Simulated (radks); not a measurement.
Question: Radial electron density D(r) = 4 pi r^2 rho(r) of an atom or ion with 17 electrons. All-electron calculation, Dirac Kohn-Sham, exchange-only LDA, spin-unpolarised, spherical densities, finite nucleus; Fermi nuclear charge, rms radius of each element as measured or else 0.836 A^(1/3) + 0.57 fm. Program: a radial shooting solver on a logarithmic mesh with Libxc functionals.

| r (bohr) | D(r) (e/bohr) |
|---|---|
| 0.003204 | 0.4635 |
| 0.004205 | 0.7667 |
| 0.005519 | 1.254 |
| 0.007245 | 2.021 |
| 0.009509 | 3.195 |
| 0.01248 | 4.924 |
| 0.01638 | 7.342 |
| 0.0215 | 10.48 |
| 0.028 | 14.04 |
| 0.03675 | 17.66 |
| 0.04824 | 20.28 |
| 0.06332 | 20.81 |
| 0.08312 | 18.94 |
| 0.1091 | 15.97 |
| 0.1432 | 14.57 |
| 0.188 | 16.55 |
| 0.2467 | 20.09 |
| 0.3238 | 20.56 |
| 0.4251 | 15.55 |
| 0.5579 | 8.432 |
| 0.7323 | 4.650 |
| 0.9613 | 4.893 |
| 1.262 | 5.382 |
| 1.656 | 3.949 |
| 2.157 | 1.887 |
| 2.831 | 0.5453 |
| 3.715 | 0.08947 |
| 4.877 | 0.007297 |
| 6.401 | 0.0002435 |

What is the nuclear charge?

Answer: Z = 18. The innermost maximum, from 1s, lies near gamma/Z bohr with gamma = sqrt(1 - (Z/c)^2) = 0.991, here 0.0551 bohr (found: 0.0585), and its height grows with Z. The density is that of the argon ion Ar+ in [Ne] 3s2 3p5; the configuration itself is not fixed sharply by these data, and Z only to about a unit. D(r) has 3 maxima, at r = 0.0585, 0.292, 1.19 bohr, and minima at 0.141, 0.806 bohr, inside which lie 2.17, 10.38 electrons.
